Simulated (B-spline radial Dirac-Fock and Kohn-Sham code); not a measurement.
**Compton profile of Ir²⁴⁺**

System: iridium as Ir²⁴⁺, configuration [Kr] 4d10 4f7.

Method: the impulse approximation on Dirac-Fock densities. Computed with a radial B-spline solver. pz is in atomic units of momentum; subshell profiles are per electron, for a selection of subshells; open shells are spread over both j values by their weights.

| pz | J total | J 2p1/2 | J 4f5/2 | J 4f7/2 |
| --- | --- | --- | --- | --- |
| 0 | 2.972 | 0.0167 | 0.0588 | 0.0593 |
| 0.4 | 2.966 | 0.0167 | 0.0588 | 0.0593 |
| 0.5 | 2.962 | 0.0167 | 0.0588 | 0.0593 |
| 0.6 | 2.958 | 0.0167 | 0.0588 | 0.0593 |
| 0.8 | 2.947 | 0.0167 | 0.0588 | 0.0593 |
| 1 | 2.932 | 0.0167 | 0.0588 | 0.0593 |
| 1.2 | 2.915 | 0.0167 | 0.0588 | 0.0593 |
| 1.4 | 2.893 | 0.0167 | 0.0588 | 0.0593 |
| 1.6 | 2.868 | 0.0167 | 0.0588 | 0.0593 |
| 1.8 | 2.840 | 0.0167 | 0.0588 | 0.0593 |
| 2 | 2.808 | 0.0167 | 0.0588 | 0.0593 |
| 2.5 | 2.711 | 0.0167 | 0.0587 | 0.0591 |
| 3 | 2.590 | 0.0167 | 0.0583 | 0.0588 |
| 4 | 2.287 | 0.0167 | 0.0563 | 0.0567 |
| 5 | 1.939 | 0.0167 | 0.0517 | 0.0519 |
| 7 | 1.313 | 0.0165 | 0.0363 | 0.0362 |
| 10 | 0.7783 | 0.0161 | 0.0157 | 0.0154 |
| 15 | 0.4013 | 0.0146 | 0.00299 | 0.00288 |
| 20 | 0.2258 | 0.0121 | 0.000578 | 0.000547 |
| 30 | 0.08639 | 0.00682 | 3.13e-05 | 2.86e-05 |
| 40 | 0.03997 | 0.00334 | 2.77e-06 | 2.43e-06 |
| 60 | 0.01262 | 0.000768 | < 1e-6 | < 1e-6 |
| 100 | 0.002579 | 6.92e-05 | < 1e-6 | < 1e-6 |

J(0) = 2.972. The 4d5/2 subshell gives the largest part, 15 %.

Mean momentum ⟨p⟩ by subshell (a.u.): 1s1/2 81.9, 2s1/2 29.2, 2p1/2 38.5, 2p3/2 33.6, 3s1/2 14.8, 3p1/2 17.6, 3p3/2 16.2, 3d3/2 19.4, 3d5/2 18.9, 4s1/2 7.95, 4p1/2 8.94, 4p3/2 8.39, 4d3/2 9.38, 4d5/2 9.19, 4f5/2 9.95, 4f7/2 9.86.
